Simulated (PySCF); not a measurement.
Si(I)(Me) (CH3ISi), SMILES C[Si]I (connectivity only; charge and spin as stated), neutral, multiplicity 1.

Geometry optimised at r2SCAN-D4/def2-SVP. The def2 effective core potentials stand for the cores of I; spin–orbit coupling is left out.

Level of theory: HF/def2-TZVPD (PySCF).

Isolated molecule, no solvent.

**Question.** Estimate the frontier levels, gap, dipole moment and polarisability. (Estimate from the structure and the level; the computed values follow.)

**Answer.** 
```yaml
highest_occupied_level: -8.88 eV
lowest_empty_level: 0.24 eV
orbital_gap: 9.11 eV
dipole_moment: 2.31 D
quadrupole, principal values (traceless, Buckingham form, about the centre of nuclear charge): -5.86, 1.81, 4.05 D·Å
mean_static_polarisability: 80.8 bohr³ (11.98 Å³)
polarisability_principal_values: 64.2, 73.2, 105.0 bohr³
```
